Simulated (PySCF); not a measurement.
## A failing input for ZnN

```python
from pyscf import gto, scf, mp

mol = gto.M(
    atom='Zn 0 0 0; N 0 0 1.845',
    basis='def2-svp',
    charge=0,
    spin=3,
    verbose=4,
)
mf = scf.UHF(mol)
mf.max_cycle = 5
mf.kernel()
mp.MP2(mf, frozen=6).kernel()
mf.dip_moment()
print('orbital energies (hartree):', [e[max(0, n-3):n+3].round(4) for e, n in zip(mf.mo_energy, mol.nelec)])
```

```bash
$ OMP_NUM_THREADS=1 python input.py
```

The log, shortened:

```
[earlier lines left out]

******** <class 'pyscf.scf.uhf.UHF'> ********
method = UHF
initial guess = minao
damping factor = 0
level_shift factor = 0
DIIS = <class 'pyscf.scf.diis.CDIIS'>
SCF conv_tol = 1e-09
SCF max_cycles = 5
number electrons alpha = 20  beta = 17
init E= -1831.16169109426

cycle= 1 E= -1831.81757664686  delta_E= -0.656  |g|= 0.202  |ddm|= 1.28
cycle= 2 E= -1831.85041809783  delta_E= -0.0328  |g|= 0.09  |ddm|= 0.33
cycle= 3 E= -1831.85674101487  delta_E= -0.00632  |g|= 0.0337  |ddm|= 0.144
cycle= 4 E= -1831.85902956458  delta_E= -0.00229  |g|= 0.0116  |ddm|= 0.121
cycle= 5 E= -1831.85928077188  delta_E= -0.000251  |g|= 0.00608  |ddm|= 0.0384
SCF not converged.
SCF energy = -1831.85928077188 after 5 cycles  <S^2> = 3.7894068  2S+1 = 4.0196551

******** <class 'pyscf.mp.ump2.UMP2'> ********
nocc = (np.int64(14), np.int64(11)), nmo = (39, 39)
frozen orbitals 6
Init E(MP2) = -0.444347563090021
cycle = 1  E_corr(MP2) = -0.444335466869627  dE = 1.20962204e-05  norm(t2) = 0.000134124
cycle = 2  E_corr(MP2) = -0.444335493823075  dE = -2.69534484e-08  norm(t2) = 1.53963e-07
E(UMP2) = -1832.3036162657  E_corr = -0.444335493823075
E(SCS-UMP2) = -1832.26050282096  E_corr = -0.401222049080541
E_corr(same-spin) = -0.152285242508249
E_corr(oppo-spin) = -0.292050251314826
Dipole moment(X, Y, Z, Debye):  0.00000,  0.00000, -2.41920
orbital energies (hartree): [array([-0.5098, -0.4929, -0.2904,  0.1643,  0.1766,  0.1766]), array([-0.8013, -0.7238, -0.333 ,  0.0314,  0.1229,  0.1229])]
```

Question: Which setting is at fault, why, and what does a mended input give?

Answer: The cycle limit (5): the limit is below the number of cycles that the SCF needs. With this edit
```diff
- mf.max_cycle = 5
```
the run finishes: E(SCF) = -1831.859457 Eh, 12 cycles, E(MP2) − E(SCF) = -0.44417 Eh, ⟨S²⟩ = 3.786, μz(SCF) = -2.60 D.

The bond length is a typed value, not an optimised one. No search for the lowest solution was made.
